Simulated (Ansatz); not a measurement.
Program: Ansatz. Geometries: PBE0-D4/def2-TZVP. ΔE: electronic, gas phase. CCSD(T)/CBS is the MP2 limit (def2-TZVPP, def2-QZVPP) plus CCSD(T) − MP2 in def2-TZVPP, frozen cores. Functionals use def2-TZVPP. B3LYP here is the variant with VWN-RPA as its local correlation; programs differ in this. For Se outer-core shells are correlated without core-valence functions, which leaves a few kJ/mol of doubt a bond. Scalar relativity is left out up to krypton. One conformer a species, not always the lowest.

Consider the substitution at a C–S bond: `C=CS[SiH2]N` + `F[Si](F)(F)[SeH]` → `C=C[Se][Si](F)(F)F` + `N[SiH2]S`.

`C=CS[SiH2]N`:

Z-matrix (Å, degrees):
```
Si
N 1 1.710
S 1 2.146 2 118.4
H 1 1.481 2 109.1 3 -117.1
H 1 1.484 2 106.2 3 120.2
H 2 1.008 1 119.4 3 -78.3
H 2 1.008 1 119.9 3 64.0
C 3 1.759 1 99.4 2 71.5
C 8 1.327 3 123.5 1 -148.4
H 8 1.087 3 115.8 1 35.0
H 9 1.084 8 120.3 3 -175.9
H 9 1.084 8 121.9 3 3.3
```

`F[Si](F)(F)[SeH]`:

```xyz
6

F    -0.646   -1.242   -1.012
Si   -0.399   -0.264    0.197
F    -0.646   -1.056    1.534
F    -1.491    0.863    0.077
Se    1.682    0.539    0.262
H     1.501    1.160   -1.058
```

`C=C[Se][Si](F)(F)F`:

Cartesian coordinates in Å:
```
C -1.424 -0.076 1.175
C -0.824 -0.992 0.435
Se 1.088 -1.242 0.409
Si 1.404 0.503 -0.935
F 2.935 0.597 -1.295
F 0.981 1.873 -0.280
F 0.589 0.396 -2.280
H -2.506 0.011 1.162
H -0.871 0.612 1.804
H -1.371 -1.683 -0.196
```

`N[SiH2]S`:

Cartesian coordinates in Å:
```
N 0.815 1.173 -0.082
Si -0.221 -0.149 -0.378
S -0.833 -1.098 1.453
H 0.453 2.111 -0.079
H 1.646 1.087 0.479
H 0.436 -1.211 -1.182
H -1.380 0.410 -1.118
H -0.916 -2.323 0.908
```

Is it downhill or uphill in electronic energy at CCSD(T)/CBS, and by how much? (Best estimate.)

The calculation gave: Uphill: ΔE = +0.9 kcal/mol.

What do these levels give: PBE-D4, r2SCAN-D4, PBE0-D4, B3LYP-D4, ωB97M-V, B2PLYP, PBE, PBE0, HF/def2-TZVPP, CCSD/def2-TZVPP, CCSD(T)/def2-TZVPP, MP2/CBS(def2)? (An estimate is asked.)

Ansatz gave: PBE-D4 2.3, r2SCAN-D4 2.1, PBE0-D4 1.8, B3LYP-D4 1.2, ωB97M-V 1.0, B2PLYP 1.4, PBE 2.7, PBE0 2.1, HF/def2-TZVPP 0.5, CCSD/def2-TZVPP 0.3, CCSD(T)/def2-TZVPP 0.5, MP2/CBS(def2) 1.0 kcal/mol.

Largest T1 diagnostic among the species: 0.012.
